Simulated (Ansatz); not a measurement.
Gas-phase electronic energies from Ansatz, PBE0-D4/def2-TZVP geometries. CBS: MP2 limit from def2 TZ/QZ plus the TZ coupled-cluster correction, frozen cores. DFT in def2-TZVPP. HSE06 is defined as in plane-wave codes. For Ga outer-core shells are correlated without core-valence functions, which leaves a few kJ/mol of doubt a bond. Scalar relativity is left out up to krypton. One conformer a species, not always the lowest.

Reaction (formal exchange of groups at the Si–S bond): `CBS[SiH3]` + `C[S][GaH2]` → `[SiH3]C[S][GaH2]` + `CBS`

| level | ΔE (kJ/mol) |
| --- | --- |
| revPBE-D4 | 52.5 |
| r2SCAN-D4 | 55.4 |
| HSE06-D4 | 54.4 |
| ωB97X-V | 53.0 |
| PBE0 | 56.7 |
| LC-ωPBE | 54.3 |
| MP2/def2-SVP | 48.1 |
| SCS-MP2/def2-TZVPP | 53.3 |

Task: What does CCSD(T)/CBS give? (An estimate is asked.)

Result: The calculation gave: +53.0 kJ/mol. The listed levels differ from it by -0.5, 2.4, 1.4, 0.0, 3.7, 1.3, -4.9, 0.3 kJ/mol.

Largest T1 diagnostic among the species: 0.013.

At CCSD(T), def2-SVP lies −7.3 kJ/mol from the extrapolated value and def2-TZVPP −2.2 kJ/mol. The D4 term adds −4.5 kJ/mol with B3LYP and −2.4 kJ/mol with PBE0; it sums over pairs of atoms, weighted by their polarisabilities, and B3LYP, whose exchange is more repulsive, gets the larger term. In def2-TZVPP, CCSD(T) changes the Hartree–Fock value by −9.1 kJ/mol (the triples alone add −0.4 kJ/mol) and MP2 by −6.3 kJ/mol.

B3LYP here is the variant with VWN-RPA as its local correlation; programs differ in this.
